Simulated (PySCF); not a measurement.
**Dipole response of In (indium, neutral)**

[Kr] 4d10 5s2 5p1, 2P determinant. Calculation: PySCF 2.14, in aug-cc-pV5Z-PP with ECP28MDF (8s8p6d4f3g2h, 139 functions); scalar relativity through the core potential. Coupled (time-dependent) response in atomic units; α is the mean over directions.

| method | mean α (bohr³) | α xx, yy, zz | C₆ (like pair) | S(−4) |
| --- | --- | --- | --- | --- |
| revPBE | 81.42 | 61.15, 122.0, 61.15 | 836.4 | 4944 |

S(−4) is the Cauchy moment in α(ω) = α(0) + S(−4) ω² + …

Reference α: 65 ± 4 bohr³ (recommended; Schwerdtfeger and Nagle, table of static dipole polarizabilities (2023 update)). Published C₆: 779.0 (Chu and Dalgarno (2004); Tang, Norbeck and Certain (1976)).

Spin-orbit coupling is absent.

α(iu) at revPBE:

```
u (hartree)  α(iu) (bohr³)
          0          81.42
     0.0500          71.46
      0.100          55.28
      0.200          33.64
      0.300          22.40
      0.500          12.26
      0.750          7.384
       1.00          5.152
       1.50          3.092
       2.00          2.122
       3.00          1.196
       5.00         0.5277
```

A single London oscillator, α(iu) = α/(1 + u²/ω²), gives C₆ = (3/4) ω α². Matching the computed C₆ needs ω = 4 × 836.4 / (3 × 81.42²) = 0.168 hartree.

The components differ because the open shell of this determinant is not spherical; for a pure term their mean is the scalar polarisability.

Energies and moments cover only the electrons outside the core potential.
